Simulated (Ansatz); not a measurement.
System: tribromo(methyl)silane, CH3Br3Si, charge 0, multiplicity 1. 
Coordinates optimised at B3LYP-D3(BJ)/def2-TZVP (Ansatz, a program for electronic structure):
```xyz
8

Si    -0.4860    -0.0033    -0.0631
C     -2.3213    -0.0159    -0.3014
Br     0.1717     1.9699     0.7219
Br     0.5409    -0.3813    -1.9983
Br     0.1101    -1.5830     1.3832
H     -2.8186     0.1701     0.6513
H     -2.6370    -0.9861    -0.6864
H     -2.6067     0.7610    -1.0116
```
Charge 0, spin multiplicity 1.

Quantity: atomisation energy (electronic, to ground-state atoms), in kJ/mol. Valence correlation only, unless marked. UHF or UKS for open shells. Spin-orbit coupling is left out. The frozen core is the preceding noble-gas configuration, with the filled d and f shells of earlier blocks. Non-relativistic. The coupled-cluster limit lacks core correlation, which all-electron functionals hold. CBS(X,Y): correlation extrapolated as X^-3; Hartree-Fock from the larger set.

```
level                           program  atomisation energy (kJ/mol)
-----------------------  --------------  ---------------------------
B3LYP-D4/def2-TZVPD      Ansatz + dftd4                       2632.9
LC-wPBE-D4/def2-TZVPD    Ansatz + dftd4                       2656.7
B2GP-PLYP-D4/def2-TZVPD  Ansatz + dftd4                       2617.7
B2PLYP-D4/def2-TZVPD     Ansatz + dftd4                       2619.6
```

Task: What does CCSD(T)/CBS(def2-TZVPPD,def2-QZVPPD) (Ansatz) give?

Result: 2664.3 kJ/mol, so B2PLYP-D4/def2-TZVPD differs from it by -44.7 kJ/mol.
